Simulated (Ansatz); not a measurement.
Correlation energies of `[NH2][V]([F])(=[S])[Cl]` by basis set

Cartesian coordinates in Å:
```
N -0.238 0.987 0.488
V 0.060 -0.612 -0.265
F -1.423 -1.272 -0.851
S 0.863 -1.725 1.171
Cl 1.435 -0.381 -1.903
H -0.003 1.294 1.418
H -0.694 1.709 -0.058
```

Charge 0, multiplicity 1. Correlated methods include outer-core shells of V, which these sets cover unevenly. Scalar relativity is left out up to krypton. The geometry is a stationary point of PBE0-D4/def2-TZVP. It is one conformer, not always the lowest. Frozen core, restricted reference, Ansatz 0.2.0.

```csv
basis,HF (Eh),MP2 corr.
def2-SVP,-1954.44086,-1.14853
def2-TZVPP,-1955.08068,-1.51300
def2-QZVPP,-1955.12937,-1.62269
```

Task: Estimate the CCSD correlation energy and the (T) correction in each basis where they were run (hartree).

Result: 
```
     basis  CCSD corr.       (T)
  def2-SVP    -1.06629  -0.08050
def2-TZVPP    -1.42554  -0.10602
```
